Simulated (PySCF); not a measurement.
1-methylcyclopentene (C6H10), SMILES C1=C(CCC1)C.

The structure is a stationary point at r2SCAN-D4/def2-SVP. One conformer was computed; it need not be the lowest.

Method: PBE/def2-TZVP (PySCF).

Gas-phase values at a fixed geometry.

Computed frontier levels, gap, dipole moment and polarisability:
- highest occupied level: -5.41 eV
- lowest empty level: -0.32 eV
- orbital gap: 5.09 eV
- dipole moment: 0.27 D
- quadrupole, principal values (traceless, Buckingham form, about the centre of nuclear charge): -1.23, 0.34, 0.89 D·Å
- mean static polarisability: 72.6 bohr³ (10.75 Å³)
- polarisability, principal values: 56.5, 73.4, 87.8 bohr³
